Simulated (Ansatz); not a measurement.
Reaction (formal exchange of groups at the Si–C bond): `C[SiH2]C1=NC1` + `C[S][AlH2]` → `C[SiH2]C[S][AlH2]` + `C1=NC1`

Program: Ansatz. Geometries: PBE0-D4/def2-TZVP. ΔE: electronic, gas phase. CCSD(T)/CBS adds triple-zeta CCSD(T) − MP2 to the extrapolated MP2 energy (def2 sets, frozen cores). Functionals use def2-TZVPP. One conformer a species, not always the lowest.

`C[SiH2]C1=NC1`:

Cartesian coordinates in Å:
```
C -1.621 -1.007 -0.835
Si -0.830 0.546 -0.184
C 0.909 0.188 0.382
N 1.717 -0.771 0.465
C 2.201 0.567 0.949
H -1.052 -1.402 -1.679
H -2.642 -0.812 -1.170
H -1.654 -1.775 -0.059
H -0.730 1.607 -1.219
H -1.553 1.100 0.991
H 2.942 1.071 0.335
H 2.313 0.687 2.023
```

`C[S][AlH2]`:

Cartesian coordinates in Å:
```
C -1.092 0.811 0.251
S -0.653 -0.925 0.590
Al 1.328 -1.086 -0.275
H -1.995 0.831 -0.357
H -0.293 1.332 -0.275
H -1.286 1.313 1.198
H 1.937 0.208 -0.957
H 2.055 -2.485 -0.177
```

`C[SiH2]C[S][AlH2]`:

Cartesian coordinates in Å:
```
C -2.229 -0.069 0.050
Si -0.818 0.171 1.240
C 0.840 0.080 0.334
S 0.904 1.459 -0.897
Al 2.360 0.003 -1.618
H -2.180 -1.055 -0.420
H -3.187 0.010 0.570
H -2.198 0.687 -0.736
H -0.818 -0.893 2.285
H -0.880 1.497 1.906
H 1.661 0.144 1.053
H 0.853 -0.926 -0.133
H 1.862 -1.134 -2.600
H 3.830 0.025 -1.034
```

`C1=NC1`:

Cartesian coordinates in Å:
```
C -0.274 0.243 0.737
N 0.072 -0.952 0.671
C 0.191 -0.093 -0.586
H -0.670 0.941 1.463
H -0.516 -0.304 -1.384
H 1.198 0.166 -0.900
```

```
             level  ΔE (kJ/mol)  difference from CCSD(T)/CBS
         r2SCAN-D4         55.9                          2.6
           PBE0-D4         53.1                         -0.2
           ωB97X-V         55.5                          2.2
           ωB97M-V         51.3                         -2.0
            B2PLYP         62.6                          9.3
               PBE         59.3                          6.0
            r2SCAN         57.2                          3.9
              PBE0         57.5                          4.2
     HF/def2-TZVPP         74.5                         21.2
    MP2/def2-TZVPP         51.0                         -2.3
SCS-MP2/def2-TZVPP         56.2                          2.9
   CCSD/def2-TZVPP         56.5                          3.2
     HF/def2-QZVPP         74.4                         21.1
    MP2/def2-QZVPP         50.6                         -2.7
     MP2/CBS(def2)         50.3                         -3.0
    CCSD/CBS(def2)         55.8                          2.5
       CCSD(T)/CBS         53.3                            0
```

Largest T1 diagnostic among the species: 0.012.

The D4 term adds −8.1 kJ/mol with B3LYP and −4.4 kJ/mol with PBE0; it sums over pairs of atoms, weighted by their polarisabilities, and B3LYP, whose exchange is more repulsive, gets the larger term. In def2-TZVPP, CCSD(T) changes the Hartree–Fock value by −20.5 kJ/mol (the triples alone add −2.5 kJ/mol) and MP2 by −23.5 kJ/mol.

CCSD(T)/CBS has its own doubt, a few kJ/mol and more with outer-core shells, so smaller differences from it don't rank the levels.

B3LYP here is the variant with VWN-RPA as its local correlation; programs differ in this.
